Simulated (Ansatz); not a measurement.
Cost and result up the ladder for Zn2Cu (the lowest doublet isomer of a short search) (3 atoms). Charge 0, multiplicity 2. Geometry: PBE-D4/def2-TZVP.

Cartesian coordinates in Å:
```
Cu 0.000 0.001 0.001
Zn 2.019 0.613 -1.293
Zn -2.019 -0.614 1.292
```

Ansatz on 4 threads of Arm Neoverse V1 on a shared host. Times are rough, and most runs start from the orbitals of an earlier one. ωB97M-V/def2-TZVP serves as the yardstick here, not as an exact answer. Differences are given only for rows in sets of like size (and for xTB, whose basis is part of the method), since another set adds its own error. Binding counts from free atoms at the same level (Cu doublet, Zn singlet; other spins of the atoms weren't run), without zero-point energy or a counterpoise term.

The 6-31G sets use Cartesian d functions. B3LYP takes the VWN-RPA correlation. HSE06 is defined as in plane-wave codes, on full-range PBE exchange. Correlated methods freeze 27 core orbitals. The structure comes from a short search, and lower isomers may exist.

Run but left out: HF/STO-3G (⟨S²⟩ 4.75, where a pure state has 0.75).

Correlated methods converge slowly with the basis.

```tsv
level	functions	wall time
HF/6-31G	87	1.6 s
PBE-D4/def2-SVP	93	1.6 s
PBE0-D4/def2-SVP	93	2.6 s
B3LYP-D4/6-31G	87	2.7 s
PBE-D4/def2-TZVPD	150	3 s
HSE06-D4/def2-TZVP	141	4.2 s
B3LYP-D4/def2-TZVP	141	4.3 s
PBE0-D4/def2-TZVP	141	4.6 s
PBE0-D4/def2-TZVPD	150	4.8 s
r2SCAN-D4/def2-TZVP	141	6.5 s
r2SCAN-D4/def2-TZVPD	150	9.5 s
ωB97X-V/def2-TZVP	141	12 s
ωB97M-V/def2-TZVP	141	15 s
CCSD(T)/def2-TZVP	141	17 s
```

Question: Estimate what each level gives for the binding energy per atom (eV).

Answer: 
```json
{"level": "HF/6-31G", "binding energy per atom (eV)": "0.22", "difference from ωB97M-V/def2-TZVP (eV)": "–", "remarks": "spin-contaminated (⟨S²⟩ 0.87)"}
{"level": "PBE-D4/def2-SVP", "binding energy per atom (eV)": "0.64", "difference from ωB97M-V/def2-TZVP (eV)": "–", "remarks": "–"}
{"level": "PBE0-D4/def2-SVP", "binding energy per atom (eV)": "0.50", "difference from ωB97M-V/def2-TZVP (eV)": "–", "remarks": "–"}
{"level": "B3LYP-D4/6-31G", "binding energy per atom (eV)": "0.56", "difference from ωB97M-V/def2-TZVP (eV)": "–", "remarks": "–"}
{"level": "PBE-D4/def2-TZVPD", "binding energy per atom (eV)": "0.48", "difference from ωB97M-V/def2-TZVP (eV)": "0.16", "remarks": "–"}
{"level": "HSE06-D4/def2-TZVP", "binding energy per atom (eV)": "0.39", "difference from ωB97M-V/def2-TZVP (eV)": "0.07", "remarks": "–"}
{"level": "B3LYP-D4/def2-TZVP", "binding energy per atom (eV)": "0.34", "difference from ωB97M-V/def2-TZVP (eV)": "0.02", "remarks": "–"}
{"level": "PBE0-D4/def2-TZVP", "binding energy per atom (eV)": "0.39", "difference from ωB97M-V/def2-TZVP (eV)": "0.06", "remarks": "–"}
{"level": "PBE0-D4/def2-TZVPD", "binding energy per atom (eV)": "0.39", "difference from ωB97M-V/def2-TZVP (eV)": "0.06", "remarks": "–"}
{"level": "r2SCAN-D4/def2-TZVP", "binding energy per atom (eV)": "0.50", "difference from ωB97M-V/def2-TZVP (eV)": "0.18", "remarks": "–"}
{"level": "r2SCAN-D4/def2-TZVPD", "binding energy per atom (eV)": "0.50", "difference from ωB97M-V/def2-TZVP (eV)": "0.18", "remarks": "–"}
{"level": "ωB97X-V/def2-TZVP", "binding energy per atom (eV)": "0.31", "difference from ωB97M-V/def2-TZVP (eV)": "-0.02", "remarks": "–"}
{"level": "ωB97M-V/def2-TZVP", "binding energy per atom (eV)": "0.32", "difference from ωB97M-V/def2-TZVP (eV)": "0.00", "remarks": "–"}
{"level": "CCSD(T)/def2-TZVP", "binding energy per atom (eV)": "0.24", "difference from ωB97M-V/def2-TZVP (eV)": "-0.08", "remarks": "spin-contaminated (⟨S²⟩ 0.89)"}
```
